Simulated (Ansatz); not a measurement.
**SnH3F (SMILES [F][SnH3]): the vertical energy of the triplet above the singlet, rung by rung**

SnH3F: 5 atoms, total charge 0, spin state singlet. As SMILES, `[F][SnH3]`. The coordinates come from a PBE0-D4/def2-TZVP relaxation.

Quantity: the vertical energy of the triplet above the singlet, in eV. The values are calculated.

```json
{"level": "HF/STO-3G", "kind": "Hartree–Fock", "program": "Ansatz", "value (eV)": "6.53", "less FCI/STO-3G": "-0.68", "CPU time (all runs)": "4.8 s"}
{"level": "SVWN5/STO-3G", "kind": "LDA", "program": "Ansatz", "value (eV)": "7.18", "less FCI/STO-3G": "-0.03", "CPU time (all runs)": "8.2 s"}
{"level": "PBE/STO-3G", "kind": "GGA", "program": "Ansatz", "value (eV)": "7.19", "less FCI/STO-3G": "-0.02", "CPU time (all runs)": "16 s"}
{"level": "B3LYP/STO-3G", "kind": "global hybrid", "program": "Ansatz", "value (eV)": "7.37", "less FCI/STO-3G": "+0.16", "CPU time (all runs)": "40 s"}
{"level": "PBE0/STO-3G", "kind": "global hybrid", "program": "Ansatz", "value (eV)": "7.27", "less FCI/STO-3G": "+0.06", "CPU time (all runs)": "47 s"}
{"level": "MP2/STO-3G", "kind": "perturbation theory", "program": "Ansatz", "value (eV)": "7.07", "less FCI/STO-3G": "-0.14", "CPU time (all runs)": "12 s"}
{"level": "CCSD(T)/STO-3G", "kind": "coupled cluster or CI", "program": "Ansatz", "value (eV)": "7.20", "less FCI/STO-3G": "-0.01", "CPU time (all runs)": "13 s"}
{"level": "CCSD/STO-3G", "kind": "coupled cluster or CI", "program": "Ansatz", "value (eV)": "7.16", "less FCI/STO-3G": "-0.05", "CPU time (all runs)": "13 s"}
{"level": "FCI/STO-3G", "kind": "exact in the basis", "program": "Ansatz", "value (eV)": "7.21", "less FCI/STO-3G": "0.00", "CPU time (all runs)": "39 s"}
```

FCI/STO-3G is exact within its basis and frozen core, so for wave-function methods in that basis the difference is their error; functionals converge differently with the basis, so for them it is only a difference. All-electron rows without a relativistic Hamiltonian named are non-relativistic. Spin-orbit coupling, which can split open shells on such heavy atoms by tenths of an eV, is left out. The values span 6.53 to 7.37 eV. A triplet this far above the singlet is often a Rydberg-like or dissociative state; sets without diffuse functions put Rydberg states too high. All rows use very small basis sets, so none should be taken for the real molecule's value. In the correlated wave-function rows the outer d shell of Sn is correlated, in sets not made for it. In so small a basis fixed costs decide the times, and correlated methods can beat functionals. CPU times are rough (shared hosts, several kinds of processor and program).
